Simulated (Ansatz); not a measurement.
Ansatz (a first-principles code) input (PBE0/def2-SVP):

Ansatz 0.2 input:
```yaml
crystal:
  periodic: [false, false, false]
  atoms:
    - {symbol: C, position_ang: [2.32392547, -0.13072028, 0.28627980]}
    - {symbol: C, position_ang: [0.98496526, -0.32276563, 0.21932476]}
    - {symbol: C, position_ang: [0.06429421, 0.65095086, -0.23198067]}
    - {symbol: C, position_ang: [-1.33674077, 0.49584399, -0.31884094]}
    - {symbol: C, position_ang: [-2.06812010, -0.60432030, 0.00935337]}
    - {symbol: H, position_ang: [2.99016038, -0.90565843, 0.63863426]}
    - {symbol: H, position_ang: [2.77196921, 0.80948181, -0.01235026]}
    - {symbol: H, position_ang: [0.59193334, -1.28493173, 0.53164738]}
    - {symbol: H, position_ang: [0.47594588, 1.60623471, -0.53987106]}
    - {symbol: H, position_ang: [-1.88135917, 1.35824258, -0.69077543]}
    - {symbol: H, position_ang: [-3.14333062, -0.60644307, -0.10015546]}
    - {symbol: H, position_ang: [-1.61526338, -1.51085775, 0.38805268]}
basis:
  gaussian:
    orbitals: def2-SVP
hamiltonian:
  xc: {name: PBE0}
magnetization: {spin_polarized: true, initial_magnetization: 1}
```

End of the output:

```
integrals: 0.04 GiB planned
1196 factors; their error is unknown
mean field: 0.47 GiB planned
mean field evaluation 1: about -5280.8219 eV, gradient 3.2e1 eV
mean field evaluation 2: about -5281.7505 eV, gradient 3.1e1 eV
mean field evaluation 4: about -5286.7880 eV, gradient 2.0e0 eV
mean field evaluation 8: about -5286.8141 eV, gradient 1.6e-1 eV
mean field evaluation 16: about -5286.7934 eV, gradient 1.8e-3 eV
mean field -5286.79335528 eV, -194.2860722893 hartree, gradient 1.2e-5 eV, S^2 0.814242; 0 other end points of the search recorded, 0 dependent functions left out
reference -5286.79338060 eV, -194.2860732198 hartree; 19, 18 occupied and 86, 87 virtual orbitals, 1196 factors
Total energy: -5286.79338060 eV, -194.2860732198 hartree
```

It need not be the lowest isomer of its formula.
